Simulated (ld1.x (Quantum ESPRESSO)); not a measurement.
**Configuration tests for Hg (Z = 80) (TM)**

| Item | Value |
| --- | --- |
| Element | Hg |
| Generator | ld1.x (Quantum ESPRESSO) 7.5 |
| Type | norm-conserving Troullier–Martins (Kleinman–Bylander form) |
| Functional | PBEsol |
| Relativity | scalar-relativistic |
| Frozen core | [Xe] 4f14 |
| Valence charge | 12 |
| Reference configuration | 5d10 6s2 6p0 |
| Partial waves | 6s (bound): rc 1.80 bohr; 6p (bound, empty): rc 3.20 bohr; 5d (bound): rc 1.30 bohr |
| Local potential | the d channel |
| Core correction | Bessel-smoothed model core, default radius (core density twice the valence density) |

Energies are relative to the spin-unpolarised reference configuration 5d10 6s2 6p0; without spin polarisation the order of configurations can differ from experiment. Not all tests gave a result: 2 of 7 tests not solved or not reliable. Left out of the table: 5d10 6s0 6p2 (solver errors, printed error -11.3 eV); 5d10 6s0 6p1 (solver errors, printed error -1.3 eV). The frozen-core shift is the all-electron ΔE with the core orbitals held at their reference shape minus the fully relaxed ΔE.

Question: Give the all-electron excitation energy and the error of the potential for: 5d10 6s1 6p0; 5d10 6s0 6p0; 5d9 6s0 6p0; 5d10 6s1 6p1; 5d10 6s1.5 6p0.

Answer:

```csv
valence configuration,charge,ΔE all-electron (eV),error AE − PS (meV),frozen-core shift (meV)
5d10 6s1 6p0,+1,10.740,-10,+4.8
5d10 6s0 6p0,+2,29.744,-45,+15
5d9 6s0 6p0,+3,65.298,-73,+89
5d10 6s1 6p1,0,6.128,-3.4,+2.1
5d10 6s1.5 6p0,+0.5,4.382,-3.0,+1.8
```

Levels in the configuration 5d10 6s1 6p1:

| level | all-electron (eV) | pseudo (eV) |
| --- | --- | --- |
| 5d | -12.041 | -12.050 |
| 6s | -8.441 | -8.448 |
| 6p | -2.066 | -2.068 |

These tests converged, but a pseudo level misses the all-electron one widely, so the file describes the atom poorly there or has found another state: 5d10 6s0 6p0: empty 6p by 3.7 eV.

Note: ghost states, extra bound levels that the all-electron valence spectrum of the same l lacks: s at -55.5 eV, p at -10.8 eV. A true bound ghost makes a file unfit for plane-wave use.
